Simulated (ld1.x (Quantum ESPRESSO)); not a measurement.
## Scattering properties, PAW potential for zirconium

```json
{"Element": "Zr (Z = 40)", "Generator": "ld1.x (Quantum ESPRESSO) 7.5", "Type": "PAW", "Functional": "PBEsol", "Relativity": "scalar-relativistic", "Frozen core": "[Ar] 3d10", "Valence charge": "12", "Reference configuration": "4s2 4p6 4d2 5s1 5p0 (charge +1)", "Partial waves": "4s (bound): rcut 2.05, rcutus 2.25 bohr; 5s (bound): rcut 2.05, rcutus 2.25 bohr; 4p (bound): rcut 1.80, rcutus 2.20 bohr; 5p (bound, empty): rcut 1.80, rcutus 2.20 bohr; 4d (bound): rcut 2.15, rcutus 2.65 bohr; 4d channel at -0.45 Ry: rcut 2.15, rcutus 2.65 bohr", "Local potential": "all-electron potential smoothed inside 2.40 bohr (lloc = -1)", "Core correction": "Bessel-smoothed model core inside 1.50 bohr", "Augmentation charge": "BG, radius 1.85 bohr"}
```

The phase is arctan(r·u′/u) with u = r·R(r), unwrapped; energies in Ry, scanned from -6 to 5 Ry. A pole is an energy at which the radial function vanishes at the test radius. The pseudo phase is shifted by a multiple of π to meet the all-electron one at the reference energy, and phase errors are pseudo minus all-electron; the curves can meet again beyond the range given. Levels narrower than the energy grid can be missing from the lists of poles.

| channel | radius (bohr) | reference energy (Ry) | poles, all-electron | poles, pseudo | unbroken range about the reference energy with phases within 0.05 rad | phase error 1 Ry above the reference energy (rad) |
| --- | --- | --- | --- | --- | --- | --- |
| s | 2.91 | -0.73 | -4.47, 1.53 | -4.47, -3.60, 1.51 | -3.6 to 4.9 | -0.002 |
| p | 2.91 | -0.46 | -2.80, 2.60 | -2.80, 2.40 | below 3.3 | -0.009 |
| d | 2.91 | -0.74 | -0.28, 4.59 | -0.28, 4.52 | the whole range | -0.000 |

The ghost test of this file was not conclusive. Its overlap operator is not positive definite in a basis up to 400 Ry (lowest eigenvalue s -0.25), so the file is unfit for use: the generalised eigenproblem breaks down once the basis is large enough, and its test numbers describe a broken file.

Phases in the p channel:

```tsv
E (Ry)	all-electron	pseudo
-6.00	1.413	1.413
-5.74	1.409	1.408
-5.48	1.403	1.403
-5.22	1.397	1.397
-4.96	1.391	1.391
-4.70	1.383	1.383
-4.44	1.374	1.374
-4.18	1.363	1.363
-3.92	1.349	1.349
-3.66	1.329	1.328
-3.40	1.293	1.292
-3.14	1.185	1.185
-2.88	-1.299	-1.299
-2.62	-1.703	-1.704
-2.36	-1.766	-1.767
-2.10	-1.804	-1.804
-1.84	-1.837	-1.838
-1.58	-1.874	-1.874
-1.32	-1.919	-1.919
-1.06	-1.978	-1.978
-0.80	-2.064	-2.064
-0.54	-2.200	-2.200
-0.28	-2.443	-2.443
-0.02	-2.902	-2.904
0.24	-3.553	-3.559
0.50	-4.031	-4.039
0.76	-4.285	-4.294
1.02	-4.427	-4.436
1.28	-4.516	-4.525
1.54	-4.576	-4.587
1.80	-4.621	-4.634
2.06	-4.656	-4.671
2.32	-4.685	-4.704
2.58	-4.710	-4.733
2.84	-4.733	-4.763
3.10	-4.754	-4.793
3.36	-4.775	-4.829
3.62	-4.796	-4.874
3.88	-4.819	-4.939
4.14	-4.844	-5.052
4.40	-4.874	-5.308
4.66	-4.910	-6.125
4.92	-4.958	-7.157
```
